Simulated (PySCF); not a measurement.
A calculated (PBE0, PySCF 2.14, 6-31G*, the non-relativistic Hamiltonian (point nucleus)) atom or ion has these occupied shells.

```
shell  electrons  orbital energy (eV)  rms radius, mean of both spins (bohr)
 1s α          1              -5896.0                                 0.0743
 1s β          1              -5896.0                                 0.0743
 2s α          1              -694.61                                  0.320
 2s β          1              -692.87                                  0.320
 2p α          3              -592.69                                  0.289
 2p β          3              -591.22                                  0.289
 3s α          1              -100.59                                  0.972
 3s β          1              -95.547                                  0.972
 3p α          3              -71.655                                   1.05
 3p β          3              -66.179                                   1.05
 3d α          4              -26.178                                   1.32
```

Q: Name the element and its charge.

A: Cr²⁺ (chromium, charge +2), in [Ar] 3d4, high-spin 5D determinant.
